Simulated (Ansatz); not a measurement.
A nudged elastic band was laid between two geometries of H5O3Si (9 atoms, charge 1, multiplicity 1).

Method: RKS PBE-D4/def2-SVP in Ansatz 0.2.0.

| Item | Value |
| --- | --- |
| movable images | 5 |
| climbing image | yes |
| spring | 5.0 eV/Å² |
| optimiser | quadratic models (default) |
| start path | through a guess of the saddle point |
| force threshold | 0.03 eV/Å |
| iteration limit | 60 |
| end points | relaxed |

Image 0:

```xyz
9
Properties=species:S:1:pos:R:3
O -0.507 0.456 -1.464
Si 0.142 0.504 0.031
O 1.572 -0.240 0.273
O -0.859 -0.917 0.678
H -0.665 1.240 -2.023
H -0.182 1.671 0.882
H 2.412 0.219 0.458
H -1.560 -1.271 0.082
H -0.354 -1.662 1.083
```

Image 6:

```xyz
9
Properties=species:S:1:pos:R:3
O -0.512 0.456 -1.461
Si 0.142 0.505 0.032
O 1.572 -0.239 0.274
O -0.858 -0.917 0.676
H -0.663 1.237 -2.026
H -0.180 1.673 0.884
H 2.413 0.218 0.459
H -0.354 -1.661 1.082
H -1.559 -1.270 0.079
```

(1) What changes between the two ends?

(2) Give the energies along the band, and the barrier.

(3) What is the geometry of the highest image?

(4) What are the harmonic wavenumbers there?

Results:

(1) No bond is made or broken. The dihedral O1–Si2–O4–H8 goes from -7 to 126°. The two ends are copies of one structure, up to a mirror image or an exchange of like atoms.

(2) The forces met the threshold. The highest image is number 3 of 0 to 6, 0.048 eV above the ends, which have the same energy within 2 meV. A vibrational analysis at the climbing image gives one clearly imaginary mode, 101i cm⁻¹: a first-order saddle point. Limits of this set-up: the dipole of an ion depends on the origin.

| image | path coordinate (Å) | energy (eV) | dihedral O1–Si2–O4–H8 (°) |
| --- | --- | --- | --- |
| 0 | 0.00 | 0.000 | -7 |
| 1 | 0.63 | 0.019 | 12 |
| 2 | 1.26 | 0.043 | 33 |
| 3 | 1.89 | 0.048 | 61 |
| 4 | 2.69 | 0.036 | 99 |
| 5 | 3.48 | 0.022 | 103 |
| 6 | 4.28 | 0.000 | 126 |

(3) 
```xyz
9
Properties=species:S:1:pos:R:3:forces:R:3
O -0.070 0.672 -1.535 -0.01 0.01 0.01
Si 0.155 0.534 0.068 0.01 0.00 0.00
O 1.611 -0.062 0.470 0.00 0.02 -0.02
O -0.926 -0.952 0.510 -0.01 -0.02 -0.01
H -0.738 1.250 -1.949 0.01 -0.01 -0.01
H -0.459 1.487 1.016 0.00 0.00 0.00
H 2.390 -0.009 -0.115 0.00 -0.01 0.01
H -0.727 -1.827 0.103 -0.01 0.00 0.01
H -1.237 -1.094 1.433 0.01 0.00 0.00
```

(4) 101i, 139, 255, 285, 313, 337, 429, 511, 638, 690, 707, 806, 825, 933, 1053, 1562, 2306, 3580, 3667, 3745, 3749 cm⁻¹.

The run took 2.8 min on 1 thread of Arm Neoverse V1 (shared host), peak memory 0.12 GiB.
